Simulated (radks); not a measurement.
The numbers below are computed, except where a source is named.
Question: Orbital eigenvalues (eV) of neutral lanthanum, [Xe] 5d1 6s2, of relativity; Dirac values are averaged over j with weights 2j + 1. Spin-unpolarised spherical Kohn-Sham, PBE, point nucleus unless stated (finite: rms radius 4.855 fm), a radial shooting solver on a logarithmic mesh with Libxc functionals. A level marked "c x" has the speed of light scaled by that factor and shares open shells by 2j + 1; other Dirac levels either fill j = l - 1/2 first or share by 2j + 1.

shell  non-rel.
2s      -5714.2
2p      -5398.4
3s      -1221.8
3p      -1086.0
3d      -833.27
4s      -245.63
4p      -195.43
4d      -107.70
5s      -35.956
5p      -22.366
5d      -3.7294
6s      -3.4754

Give the values at the level "Dirac, c x 10".

Answer: 
shell  Dirac, c x 10  change of magnitude (%)
2s           -5718.2                    +0.07
2p           -5399.6                    +0.02
3s           -1222.7                    +0.07
3p           -1086.3                    +0.03
3d           -833.15                    -0.01
4s           -245.82                    +0.08
4p           -195.48                    +0.02
4d           -107.67                    -0.04
5s           -35.982                    +0.07
5p           -22.366                    0.00
5d           -3.7230                    -0.17
6s           -3.4771                    +0.05
